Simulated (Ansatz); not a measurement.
A trace of molecular dynamics of a periodic cell of 20 atoms, AgH12O6F (contents 6 H2O + 1 Ag + 1 F, density as packed 1.74 g/cm³ with natural masses).

Theory: DFT PBE-D3(BJ), scalar-relativistic, plane waves, PAW in Ansatz 0.2.0. Settings: accuracy low, cutoff 420 eV, k mesh 1x1x1, fermi-dirac smearing 0.02 eV, no spin polarisation.

```
ensemble                      : NVE (velocity Verlet)
starting velocities drawn for : 400 K
seed                          : 984919
```

```json
{"time (fs)": "0.0", "T (K)": "400", "potential energy less start (eV)": "0.000", "conserved less start (meV/atom)": "0.00"}
{"time (fs)": "12.0", "T (K)": "407", "potential energy less start (eV)": "-0.010", "conserved less start (meV/atom)": "0.29"}
{"time (fs)": "24.0", "T (K)": "370", "potential energy less start (eV)": "0.073", "conserved less start (meV/atom)": "-0.03"}
{"time (fs)": "36.0", "T (K)": "375", "potential energy less start (eV)": "0.064", "conserved less start (meV/atom)": "0.18"}
{"time (fs)": "48.0", "T (K)": "309", "potential energy less start (eV)": "0.229", "conserved less start (meV/atom)": "0.26"}
{"time (fs)": "60.0", "T (K)": "344", "potential energy less start (eV)": "0.144", "conserved less start (meV/atom)": "0.32"}
{"time (fs)": "72.0", "T (K)": "402", "potential energy less start (eV)": "-0.007", "conserved less start (meV/atom)": "-0.08"}
{"time (fs)": "84.0", "T (K)": "371", "potential energy less start (eV)": "0.073", "conserved less start (meV/atom)": "0.10"}
{"time (fs)": "96.0", "T (K)": "351", "potential energy less start (eV)": "0.126", "conserved less start (meV/atom)": "0.26"}
{"time (fs)": "108.0", "T (K)": "369", "potential energy less start (eV)": "0.075", "conserved less start (meV/atom)": "-0.06"}
{"time (fs)": "120.0", "T (K)": "366", "potential energy less start (eV)": "0.090", "conserved less start (meV/atom)": "0.27"}
{"time (fs)": "132.0", "T (K)": "382", "potential energy less start (eV)": "0.048", "conserved less start (meV/atom)": "0.13"}
{"time (fs)": "144.0", "T (K)": "394", "potential energy less start (eV)": "0.019", "conserved less start (meV/atom)": "0.16"}
{"time (fs)": "156.0", "T (K)": "412", "potential energy less start (eV)": "-0.030", "conserved less start (meV/atom)": "-0.02"}
{"time (fs)": "168.0", "T (K)": "384", "potential energy less start (eV)": "0.046", "conserved less start (meV/atom)": "0.40"}
{"time (fs)": "180.0", "T (K)": "348", "potential energy less start (eV)": "0.130", "conserved less start (meV/atom)": "0.13"}
{"time (fs)": "192.0", "T (K)": "482", "potential energy less start (eV)": "-0.199", "conserved less start (meV/atom)": "0.13"}
{"time (fs)": "204.0", "T (K)": "426", "potential energy less start (eV)": "-0.060", "conserved less start (meV/atom)": "0.24"}
{"time (fs)": "216.0", "T (K)": "359", "potential energy less start (eV)": "0.102", "conserved less start (meV/atom)": "0.07"}
{"time (fs)": "228.0", "T (K)": "429", "potential energy less start (eV)": "-0.066", "conserved less start (meV/atom)": "0.27"}
{"time (fs)": "240.0", "T (K)": "524", "potential energy less start (eV)": "-0.301", "conserved less start (meV/atom)": "0.16"}
{"time (fs)": "252.0", "T (K)": "403", "potential energy less start (eV)": "-0.008", "conserved less start (meV/atom)": "0.03"}
{"time (fs)": "264.0", "T (K)": "468", "potential energy less start (eV)": "-0.164", "conserved less start (meV/atom)": "0.16"}
{"time (fs)": "276.0", "T (K)": "331", "potential energy less start (eV)": "0.175", "conserved less start (meV/atom)": "0.23"}
{"time (fs)": "288.0", "T (K)": "448", "potential energy less start (eV)": "-0.119", "conserved less start (meV/atom)": "-0.07"}
{"time (fs)": "300.0", "T (K)": "367", "potential energy less start (eV)": "0.090", "conserved less start (meV/atom)": "0.40"}
```

**Question.** Is this trajectory sound?

**Answer.** The conserved energy stayed within 0.67 meV per atom of its start (net change 0.4 meV per atom), so the integration is sound. A run of 0.3 ps of so small a system gives no equilibrium averages. Limits of this set-up: coarse k mesh, low accuracy level. The time step was 0.75 fs.

The run took 8.5 min on 1 thread of Arm Neoverse V1, on a shared host, peak memory 0.35 GiB.
